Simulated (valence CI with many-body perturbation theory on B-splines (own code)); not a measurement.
**Sb37+: magnetic and hyperfine properties of the levels**

Computed by configuration interaction combined with many-body perturbation theory (CI+MBPT): four valence electrons over a frozen Dirac-Fock core [Ne], a basis of 11 s, 11 p, 10 d, 8 f, 5 g, 2 h functions for each j, with the one-electron correlation potential Σ1 (screened to all orders), the two-electron term Σ2, the three-electron term Σ3, Breit, model QED; selected single and double excitations, second order for the rest, scaled by the run's own slope (own B-spline code, finite nucleus).

No measured spectrum was set against this ion. As an estimate, large intervals hold to a few tenths of a per cent, small ones and those within an open d or f shell to about a per cent. Among the levels kept, up to 680 cm⁻¹ of a level comes from second order outside the variational space, and about a tenth of that is noise between levels of different J, which matters for small intervals.

A/g_I is the dipole constant over the nuclear g factor μ/I (μ in nuclear magnetons, uniformly magnetised nucleus), B/Q the quadrupole constant per barn. Both hold the static response of the core; the bare values leave it out. Large factors of s and p1/2 electrons are usually good to 5 to 10 %; those of open d and f shells near neutrality can be off by tens of per cent, and small factors of p3/2, d and f electrons come from cancelling terms and can be off by a factor of two or in sign, in half-filled shells by more. B is blank for J = 1/2, where it vanishes, and for nearly pure S terms. Energies count from the lowest level. Levels with J = 0 are left out.

Levels are named by their leading jj configuration (3d3/2^4 stands for four electrons in 3d with j = 3/2), which in mixed levels can hold well under half, so a name can repeat and another be missing. Letters in brackets count levels of one name in rising energy.

```
                         Level  E (cm⁻¹)      g  A/g_I (MHz)  A/g_I bare  B/Q (MHz/b)  B/Q bare
        (3s^2 3p1/2 3p3/2) J=1    446360  1.496       -17400      -15300        54700     53700
        (3s^2 3p1/2 3p3/2) J=2    494070  1.198       133000      130000        83100     81500
            (3s^2 3p3/2^2) J=2    974950  1.292        61000       60600        26400     25800
        (3s 3p1/2^2 3p3/2) J=2   1196000  1.653       310000      303000        79200     77800
        (3s 3p1/2^2 3p3/2) J=1   1345600  0.938      -176000     -169000        77900     76500
        (3s^2 3p1/2 3d3/2) J=2   1543400  0.783       105000      104000        11600     12400
    (3s 3p1/2 3p3/2^2) J=2 [a]   1584900  1.490       181000      178000        37400     36800
        (3s 3p1/2 3p3/2^2) J=3   1660800  1.275       205000      200000       -22600    -21700
        (3s^2 3p1/2 3d3/2) J=1   1737300  0.966       -70400      -66400          283       702
        (3s^2 3p1/2 3d5/2) J=2   1791800  1.151       -14300      -12500        26500     26800
        (3s^2 3p1/2 3d5/2) J=3   1796400  1.155       137000      134000        49900     49800
    (3s 3p1/2 3p3/2^2) J=1 [a]   1848700  1.212       312000      304000       -80500    -79000
    (3s 3p1/2 3p3/2^2) J=2 [b]   1890400  1.193        74900       74400        -1490     -1270
    (3s 3p1/2 3p3/2^2) J=1 [b]   1932500  1.376        68100       68500        38500     37800
        (3s^2 3p3/2 3d5/2) J=2   2135800  1.316       130000      128000       -82200    -80400
        (3s^2 3p3/2 3d5/2) J=4   2169800  1.245        29500       30200       134000    133000
        (3s^2 3p3/2 3d3/2) J=2   2186400  1.068        22400       23400       -15000    -14600
        (3s^2 3p3/2 3d3/2) J=1   2187200  1.155        59900       60000       -45400    -44900
        (3s^2 3p3/2 3d3/2) J=3   2192200  1.168        54700       54900        71100     70500
        (3s 3p1/2^2 3d3/2) J=1   2309600  0.334      -225000     -218000         7190      7600
        (3s 3p1/2^2 3d3/2) J=2   2335500  1.192       239000      234000        17400     17900
        (3s^2 3p3/2 3d5/2) J=3   2365000  1.132        36600       36800        40300     40800
        (3s^2 3p3/2 3d5/2) J=1   2372500  1.218       -65600      -61800         1220      1450
              (3s 3p3/2^3) J=2   2404000  1.304       217000      212000       -89800    -88100
        (3s 3p1/2^2 3d5/2) J=3   2471700  1.378       178000      175000        21900     22900
        (3s 3p1/2^2 3d5/2) J=2   2508000  1.168       -52600      -48900       -21800    -20600
              (3s 3p3/2^3) J=1   2524700  1.100      -136000     -131000       -15100    -14700
(3s 3p1/2 3p3/2 3d3/2) J=2 [a]   2658200  1.001        20000       20700        21200     21200
(3s 3p1/2 3p3/2 3d3/2) J=1 [a]   2692200  1.238       155000      153000       -52700    -52200
(3s 3p1/2 3p3/2 3d3/2) J=3 [a]   2713300  1.197       177000      173000        -9380     -8900
(3s 3p1/2 3p3/2 3d3/2) J=2 [b]   2721800  1.213       116000      115000       -25100    -24700
    (3s 3p1/2 3p3/2 3d3/2) J=4   2768200  1.280       172000      169000        42900     43100
(3s 3p1/2 3p3/2 3d5/2) J=4 [a]   2794800  1.370       154000      152000       118000    117000
(3s 3p1/2 3p3/2 3d3/2) J=2 [c]   2854400  0.951        52500       52300       -28000    -27000
```

**Question.** Take the isotope of mass number 121, with I = 5/2, μ = 3.358 μN and Q = -0.543 b. What is the hyperfine structure of (3s^2 3p1/2 3p3/2) J=1?

**Answer.** From the table A = -23400 MHz, B = -29700 MHz. Shifts from the centre of gravity in MHz: F = 3/2: 61100, F = 5/2: 47200, F = 7/2: -65900.
